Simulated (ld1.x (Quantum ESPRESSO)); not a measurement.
Results of a calculation; reference values are marked as such.
## Potentials for carbon compared

Generated with ld1.x 7.5 (TM, RRKJ, ultrasoft, PAW), atompaw 4.2 or ONCVPSP 4.0.1. The cutoff is in Ry: for ld1.x and atompaw files where the sum of valence levels is converged to 10 mRy in a Bessel basis, for ONCV files where the hardest occupied wave has 1 mHa per electron of residual kinetic energy. The error is the largest all-electron minus pseudo excitation energy over each file’s own four to seven test configurations (ionisations up to +4, promotions, holes and added fractions of an electron), all of which were solved. The labels leave out finer settings (local radius, basis sizes, second energies), which also bear on the numbers. Spin-polarised tests are not counted. The rows are a selection from randomly drawn settings: files with unsolved tests, undetermined cutoffs or missed reference levels are left out.

```tsv
potential	cutoff (Ry)	largest error (meV)	bound ghosts
TM, PBE, scalar-relativistic, rc 0.80/2.20 (sp), local s, core correction no, reference 2s2 2p2	100	+826	none
TM, LDA (PZ), scalar-relativistic, rc 1.05/1.20/1.30 (spd), local smoothed, core correction no, reference 2s2 2p0	40	+232	none
ultrasoft, LDA (PZ), scalar-relativistic, rc 1.25/1.90/1.50 (spd), local smoothed, core correction no, reference 2s1.5 2p2.5	18	+93	none
TM, PBE, scalar-relativistic, rc 0.85/2.30 (sp), local s, core correction no, reference 2s2 2p0.5	90	+289	none
PAW, PBEsol, scalar-relativistic, rc 1.40/1.60 (sp), local smoothed, core correction yes, reference 2s1.75 2p2.25	25	-4.7	none
```

(1) Fill in the row for C: ultrasoft, Wu–Cohen, scalar-relativistic, rc 1.10/2.00 (sp), local smoothed, core correction yes, reference 2s1 2p3.

Answers

(1) cutoff 18 Ry, largest error -27 meV, bound ghosts: none.
